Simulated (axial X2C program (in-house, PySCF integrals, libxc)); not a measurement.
Nuclear properties of TiF

Computed with an in-house all-electron X2C program for linear molecules (integrals from PySCF): two-component X2C with atomic mean-field Coulomb and Gaunt terms, Gaussian nuclei, basis Ti dyall-cv3z, F dyall-av3z with contracted cores.

R = 1.777 Å (near the PBE0 minimum at charge 0 of the determinant lowest at the starting distance; the state shown can have its own minimum elsewhere).

Determinant lowest in the PBE0 search, Ω = 3/2 (⟨Sz⟩ = 1.50, ⟨Lz⟩ = 0.00 at PBE0), spin on the atoms Ti 1.51, F -0.01:

```csv
level,Eeff magnitude (GV/cm),Ws magnitude Ti (kHz),A∥/gI Ti (MHz),qzz Ti (a.u.),A∥/gI F (MHz),qzz F (a.u.),μ (D)
PBE0,0.333,0.0836,423,0.62,3.66,0.16,-3.05
HF,0.533,0.135,300,0.31,0.764,-0.04,-2.37
BP86,0.273,0.0687,441,0.71,7.17,0.17,-2.90
B3LYP,0.333,0.0835,457,0.67,5.14,0.14,-3.10
TPSSh,0.276,0.0694,397,0.59,3.34,0.17,-3.17
```

Determinant 0.20 eV from it at PBE0 and this distance, Ω = 3/2 (⟨Sz⟩ = -1.50, ⟨Lz⟩ = 3.00 at PBE0), spin on the atoms Ti -1.49, F -0.01:

| level | Eeff magnitude (GV/cm) | Ws magnitude Ti (kHz) | A∥/gI Ti (MHz) | qzz Ti (a.u.) | A∥/gI F (MHz) | qzz F (a.u.) | μ (D) |
| --- | --- | --- | --- | --- | --- | --- | --- |
| PBE0 | 0.295 | 0.0809 | -151 | -0.76 | 29.5 | 0.23 | -2.49 |
| HF | 0.441 | 0.118 | -26.7 | -1.08 | 20 | -0.02 | -2.25 |
| BP86 | 0.233 | 0.0653 | -180 | -0.66 | 33.1 | 0.26 | -2.20 |
| B3LYP | 0.298 | 0.0816 | -185 | -0.75 | 28.2 | 0.20 | -2.57 |
| TPSSh | 0.264 | 0.0731 | -132 | -0.73 | 31 | 0.23 | -2.31 |

Eeff is the effective electric field on the electron electric dipole moment in this Ω state and Ws the scalar–pseudoscalar constant of the nucleus named (defined with the proton number Z and per Ω); A∥ (defined per Ω) follows by multiplying with gI = μI/(I μN); qzz is the electric field gradient, eQq0 = 234.96 MHz × Q/barn × qzz; μ is positive if the F end (last atom) is positive. The operators were transformed with the bare-nucleus X2C matrices; with these basis sets, hyperfine constants and field gradients can be off by tens of per cent, and where levels differ in sign neither size nor sign is settled.

Question: With gI(47Ti) = -0.3154 (g factors from the IAEA table of nuclear moments by Stone), turn the PBE0 values of the first state into constants in MHz.

Answer: A∥(47Ti) = 423 × -0.3154 = -133 MHz.

Each state is one determinant with collinear spin, which with several unpaired electrons need not be a pure state. Unrestricted Hartree–Fock can overshoot spin polarisation at the nuclei. This is the top spin component of a Σ state; components of lower Ω are not single determinants and can lie lower. With several open shells hyperfine constants can be off by a factor of several. At HF a later determinant lies lower. States lie within half an eV, so the first need not be the ground state. Further determinants of the search, some of them spin-mixed, are not shown. Where a field gradient or hyperfine factor spreads by more than a factor of two over the levels, a constant derived from it is not to be relied on. PBE0 term energies can be off by some tenths of an eV.
